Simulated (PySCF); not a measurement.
## Ions at one geometry of [Hf(CH3)2]2+

PySCF 2.14.0, RKS PBE0, Hf def2-SVP with ECP60, C def2-SVP, H def2-SVP; non-relativistic Hamiltonian with scalar-relativistic core potentials where named; density fitting; no spin-orbit coupling; singlets restricted, open shells unrestricted. The geometry is relaxed for charge +2, singlet, vacuum:

```xyz
9

Hf    0.0000    0.0000   -0.1972
C     1.5600    0.0149    1.1581
H     2.5005   -0.1992    0.5966
H     1.6673    1.0133    1.6449
H     1.4508   -0.7269    1.9799
C    -1.5600   -0.0149    1.1581
H    -2.5005    0.1992    0.5966
H    -1.6673   -1.0133    1.6449
H    -1.4508    0.7269    1.9799
```

Energies count from the relaxed state; an electron taken off or put on is at rest in vacuum. Charges and spins are Mulliken's.

```
                     state  energy (eV)  spin squared  charge on Hf1 (e)  spin on Hf1 (e)  dipole about the centre of mass (D)
charge +2, singlet, vacuum         0.00          0.00               1.61             0.00                                 0.04
charge +3, doublet, vacuum        21.82          0.76               1.93             0.41                                 3.64
```

Question: What does the state charge +1, doublet, vacuum give?

Answer: energy (eV) -12.77, spin squared 0.75, charge on Hf1 (e) 1.03, spin on Hf1 (e) 1.06, dipole about the centre of mass (D) 1.39.

With an electron taken off (doublet) the charges change, summed by element, by Hf +0.32 e, C +0.19 e, H +0.50 e. The vertical ionisation energy is 21.82 eV, against −ε(HOMO) = 19.47 eV of the relaxed state. The level lies 2.4 eV too high, as is usual for semilocal functionals and global hybrids, which keep a self-interaction error.

With an electron put on (doublet) the charges change, summed by element, by Hf -0.58 e, C -0.00 e, H -0.41 e. The vertical electron affinity is 12.77 eV, against −ε(LUMO) = 14.67 eV of the relaxed state.

Open shells may have lower solutions than those found.
